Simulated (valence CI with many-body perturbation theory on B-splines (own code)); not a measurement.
## Hyperfine factors and g values of Ho53+

Computed by configuration interaction combined with many-body perturbation theory (CI+MBPT): four valence electrons over a frozen Dirac-Fock core [Ne], a basis of 11 s, 11 p, 9 d, 7 f, 5 g, 2 h, 1 i functions for each j, with the one-electron correlation potential Σ1, the two-electron term Σ2, the three-electron term Σ3, Breit, model QED; selected CI, second order for the rest (own B-spline code, finite nucleus).

The last digits are not significant, and no measured levels were compared; by estimate large intervals hold to a few tenths of a per cent, small ones and those within an open d or f shell to about a per cent.

A/g_I is the dipole constant over the nuclear g factor μ/I (μ in nuclear magnetons, uniformly magnetised nucleus), B/Q the quadrupole constant per barn. Both hold the static response of the core; the bare values leave it out. Large factors of s and p1/2 electrons are usually good to 5 to 10 %; those of open d and f shells near neutrality can be off by tens of per cent, and small factors of p3/2, d and f electrons come from cancelling terms and can be off by a factor of two or in sign, in half-filled shells by more. B is blank for J = 1/2, where it vanishes, and for nearly pure S terms. Energies count from the lowest level. Levels with J = 0 are left out.

Levels are named by their leading jj configuration (3d3/2^4 stands for four electrons in 3d with j = 3/2), which in mixed levels can hold well under half, so a name can repeat and another be missing. Letters in brackets count levels of one name in rising energy.

| Level | E (eV) | g | A/g_I (MHz) | A/g_I bare | B/Q (MHz/b) | B/Q bare |
| --- | --- | --- | --- | --- | --- | --- |
| (3s^2 3p1/2 3p3/2) J=1 | 213.95 | 1.491 | -104000 | -98900 | 149000 | 147000 |
| (3s^2 3p1/2 3p3/2) J=2 | 222.30 | 1.169 | 407000 | 401000 | 269000 | 265000 |
| (3s 3p1/2^2 3p3/2) J=2 | 357.55 | 1.544 | 983000 | 965000 | 270000 | 267000 |
| (3s 3p1/2^2 3p3/2) J=1 | 382.76 | 1.032 | -628000 | -610000 | 168000 | 166000 |
| (3s^2 3p1/2 3d3/2) J=2 | 408.14 | 0.755 | 355000 | 351000 | 58600 | 60200 |
| (3s^2 3p3/2^2) J=2 | 442.43 | 1.310 | 156000 | 155000 | 29200 | 28700 |
| (3s^2 3p1/2 3d3/2) J=1 | 445.36 | 0.877 | -277000 | -267000 | 43200 | 43600 |
| (3s^2 3p1/2 3d5/2) J=2 | 475.22 | 1.298 | -106000 | -101000 | 33800 | 35400 |
| (3s^2 3p1/2 3d5/2) J=3 | 476.07 | 1.112 | 230000 | 228000 | 38100 | 40300 |
| (3s 3p1/2^2 3d3/2) J=1 | 555.18 | 0.424 | -788000 | -767000 | 23900 | 24700 |
| (3s 3p1/2^2 3d3/2) J=2 | 561.38 | 1.143 | 915000 | 898000 | 46300 | 47800 |
| (3s 3p1/2 3p3/2^2) J=2 [a] | 566.26 | 1.512 | 639000 | 629000 | 90000 | 88700 |
| (3s 3p1/2 3p3/2^2) J=3 | 581.44 | 1.310 | 852000 | 836000 | 21900 | 21700 |
| (3s 3p1/2 3p3/2^2) J=1 [a] | 604.40 | 1.270 | 792000 | 777000 | -217000 | -214000 |
| (3s 3p1/2 3p3/2^2) J=2 [b] | 605.42 | 1.083 | 97100 | 98400 | -23200 | -22800 |
| (3s 3p1/2 3p3/2^2) J=1 [b] | 614.87 | 1.354 | 510000 | 503000 | 146000 | 144000 |
| (3s 3p1/2^2 3d5/2) J=3 | 618.21 | 1.355 | 616000 | 606000 | 43400 | 45500 |
| (3s 3p1/2^2 3d5/2) J=2 | 630.50 | 1.021 | -514000 | -499000 | 23300 | 25400 |
| (3s^2 3p3/2 3d3/2) J=3 | 655.16 | 1.097 | 141000 | 141000 | 307000 | 304000 |
| (3s^2 3p3/2 3d3/2) J=2 | 657.25 | 1.060 | 39600 | 42300 | -26800 | -26400 |
| (3s^2 3p3/2 3d3/2) J=1 | 658.13 | 1.124 | 174000 | 174000 | -141000 | -140000 |
| (3s^2 3p3/2 3d5/2) J=4 | 684.49 | 1.240 | 77700 | 78900 | 365000 | 362000 |
| (3s^2 3p3/2 3d5/2) J=2 | 691.87 | 1.245 | 73200 | 74800 | -194000 | -190000 |
| (3s^2 3p3/2 3d5/2) J=3 | 714.51 | 1.189 | 91200 | 91900 | 12800 | 14500 |
| (3s^2 3p3/2 3d5/2) J=1 | 722.75 | 1.077 | -20300 | -17000 | 47600 | 47700 |
| (3s 3p1/2 3p3/2 3d3/2) J=2 [a] | 743.24 | 1.189 | 244000 | 242000 | 14200 | 14100 |
| (3s 3p1/2 3p3/2 3d3/2) J=1 [a] | 753.29 | 1.155 | 396000 | 391000 | -139000 | -137000 |
| (3s 3p1/2 3p3/2 3d3/2) J=3 [a] | 757.81 | 1.143 | 562000 | 553000 | 68700 | 68600 |
| (3s 3p1/2 3p3/2 3d3/2) J=2 [b] | 759.59 | 1.170 | 309000 | 307000 | -45600 | -45300 |
| (3s 3p1/2 3p3/2 3d3/2) J=4 | 772.24 | 1.177 | 665000 | 654000 | 239000 | 238000 |
| (3s 3p1/2 3p3/2 3d3/2) J=2 [c] | 784.80 | 0.905 | 367000 | 362000 | -92800 | -91000 |
| (3s 3p1/2 3p3/2 3d3/2) J=3 [b] | 789.75 | 1.322 | 600000 | 591000 | 244000 | 241000 |
| (3s 3p1/2 3p3/2 3d3/2) J=1 [b] | 794.24 | 1.762 | 1410000 | 1390000 | 89200 | 88300 |
| (3s 3p1/2 3p3/2 3d3/2) J=2 [d] | 794.88 | 1.417 | 720000 | 709000 | 61100 | 59000 |
